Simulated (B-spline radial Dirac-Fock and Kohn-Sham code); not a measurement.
Dipole and non-dipole photoemission parameters of W³⁺ 3d3/2

System: tungsten as W³⁺ in the configuration [Xe] 4f14 5d3; threshold 1911.9 eV (orbital energy of the model). The computed values come from a radial atomic solver: Dirac-Hartree-Slater photoionisation with a Latter tail; cross sections with all multipoles, angular parameters from the dipole term and its interference with E2.

For linearly polarised light dσ/dΩ = σ/(4π) [1 + β P₂(cos θ) + (δ + γ cos²θ) sin θ cos φ], with θ from the polarisation vector and φ the angle between the beam and the projection of the electron momentum on the plane normal to the polarisation.

| hν (eV) | σ (kb) | β | γ | δ |
| --- | --- | --- | --- | --- |
| 2000 | 374 | 0.373 | -0.063 | -0.004 |
| 2090 | 340 | 0.428 | -0.111 | -0.012 |
| 2700 | 176 | 0.937 | -0.191 | 0.016 |
| 4170 | 51.6 | 1.242 | 0.230 | 0.076 |
| 6000 | 16.9 | 1.276 | 0.734 | 0.113 |
| 6820 | ? | ? | ? | ? |
| 8047.8 | 6.56 | 1.234 | 1.167 | 0.149 |
| 8570 | 5.33 | 1.219 | 1.258 | 0.158 |
| 13800 | 1.04 | 1.062 | 1.916 | 0.250 |

Question: Give the values at 6820 eV.

Answer: σ = 11.3 kb, β = 1.263, γ = 0.922, δ = 0.127.
